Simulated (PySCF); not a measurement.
Isomers of C8H18O, from PBE0-D3(BJ)/def2-SVP geometry optimisation, gas phase (PySCF). One conformer each, no zero-point energy, no frequencies.

Question: Which isomer lies lowest at this level?
A. `[CH3:1][CH2:2][CH2:3][CH2:4][O:5][CH2:6][CH2:7][CH2:8][CH3:9]` with C1–C2–C3–C4 -178°, C2–C3–C4–O5 61°, C3–C4–O5–C6 -176°, C4–O5–C6–C7 -177°, O5–C6–C7–C8 61°: A = 2786, B = 570.3, C = 512.1 MHz, dipole 0.96 D
B. `[CH3:1][CH2:2][CH2:3][C@:4]([CH3:5])([CH2:6][CH3:7])[O:8][CH3:9]` with C1–C2–C3–C4 171°, C2–C3–C4–C5 -177°, C3–C4–C6–C7 178°, C3–C4–O8–C9 -67°: A = 2039, B = 1044, C = 886.3 MHz, dipole 1.06 D
C. `[CH3:1][CH2:2][CH2:3][CH2:4][CH2:5][CH2:6][CH2:7][CH2:8][OH:9]` with C1–C2–C3–C4 180°, C2–C3–C4–C5 180°, C3–C4–C5–C6 180°, C4–C5–C6–C7 180°, C5–C6–C7–C8 -175°: A = 6551, B = 378.2, C = 369.4 MHz, dipole 1.49 D

Answer: C. That is `CCCCCCCCO`, 3.8 kcal/mol below the next.

| SMILES | mapped SMILES | E (Eh) | relative (kcal/mol) | relative (kJ/mol) | dipole (D) |
| --- | --- | --- | --- | --- | --- |
| CCCCCCCCO | [CH3:1][CH2:2][CH2:3][CH2:4][CH2:5][CH2:6][CH2:7][CH2:8][OH:9] | -390.18702 | 0.0 | 0.0 | 1.49 |
| CCCCOCCCC | [CH3:1][CH2:2][CH2:3][CH2:4][O:5][CH2:6][CH2:7][CH2:8][CH3:9] | -390.18104 | 3.8 | 15.7 | 0.96 |
| CCC[C@](C)(CC)OC | [CH3:1][CH2:2][CH2:3][C@:4]([CH3:5])([CH2:6][CH3:7])[O:8][CH3:9] | -390.17945 | 4.7 | 19.9 | 1.06 |

As drawn, the lowest has an O–H bond, which the highest lacks.
